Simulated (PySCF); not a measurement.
C₃H₃BF₂.

```xyz
9

C      0.8657    -2.3143     0.0000
C      0.1966    -1.2972     0.0000
B     -0.6040     0.0001     0.0000
F     -1.9358    -0.0454     0.0000
C      0.0531     1.4328     0.0000
F      1.4340     1.4106     0.0000
H      1.4555    -3.2132     0.0000
H     -0.3062     1.9988     0.8837
H     -0.3062     1.9988    -0.8837
```

Geometry: B3LYP-D3(BJ)/def2-SVP. This is a generated structure with no PubChem entry under its InChIKey; it may be hypothetical. One conformer was computed; it need not be the lowest.

Calculation: PBE/pcSseg-1 (PySCF). Non-relativistic, no solvent.

Give the absolute GIAO shielding of each atom: isotropic value and principal components (ppm). (Estimate from the structure and the level; the computed values follow.)


```
atom  σ(iso)    σ11    σ22    σ33   span
----  ------  -----  -----  -----  -----
C1      72.7    0.4   12.4  205.2  204.7
C2      91.2   -5.1   -2.7  281.5  286.5
B3      50.6   -2.7   67.7   86.9   89.6
F4     172.7  -22.1   72.5  467.6  489.7
C5      95.7   63.4   70.6  153.0   89.6
F6     455.4  424.7  456.3  485.2   60.5
H7      28.1   24.3   24.6   35.3   11.0
H8      26.6   23.0   26.0   30.8    7.8
H9      26.6   23.0   26.0   30.8    7.8
```
